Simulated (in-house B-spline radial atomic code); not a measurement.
Spin-orbit splittings of orbital energies (j = l + 1/2 less j = l - 1/2) and ratios of mean radii (lower j over upper j) along the 39-electron series, configuration [Kr] 4d3. Computed with a B-spline radial code for spherical atoms: Dirac-Hartree-Fock, average of the configuration, finite nuclei.

| ion | Z | splitting of 3p (eV) | radius ratio of 3p | splitting of 4d (eV) | radius ratio of 4d | splitting of 2p (eV) | radius ratio of 2p |
| --- | --- | --- | --- | --- | --- | --- | --- |
| Nb2+ | 41 | 16.223 | 0.97778 | 0.17053 | 0.99207 | 96.417 | 0.96819 |
| Mo3+ | 42 | 18.323 | 0.97686 | 0.25673 | 0.99259 | 107.23 | 0.96658 |
| Tc4+ | 43 | 20.629 | 0.97591 | 0.35627 | 0.99285 | 118.96 | 0.96493 |
| Ru5+ | 44 | 23.156 | 0.97493 | 0.47033 | 0.99297 | 131.66 | 0.96323 |
| Rh6+ | 45 | 25.92 | 0.97393 | 0.60024 | 0.993 | 145.39 | 0.96149 |
| Pd7+ | 46 | 28.935 | 0.9729 | 0.74737 | 0.99297 | 160.21 | 0.9597 |
| Ag8+ | 47 | 32.218 | 0.97184 | 0.91312 | 0.99289 | 176.19 | 0.95788 |
| Cd9+ | 48 | 35.786 | 0.97076 | 1.0989 | 0.99278 | 193.37 | 0.956 |
| In10+ | 49 | 39.656 | 0.96965 | 1.3063 | 0.99265 | 211.85 | 0.95408 |
| Sn11+ | 50 | 43.846 | 0.96851 | 1.5367 | 0.99249 | 231.67 | 0.95212 |

(1) With what power of Z does the column «splitting of 2p (eV)» change over this range?

Answers

(1) A fit of the logarithm of its size against log Z from Z = 41 to 50 has slope 4.42. An unscreened hydrogenic electron would give 4 at low Z; screening makes the apparent power larger near the neutral end, and relativity raises it again at high Z.
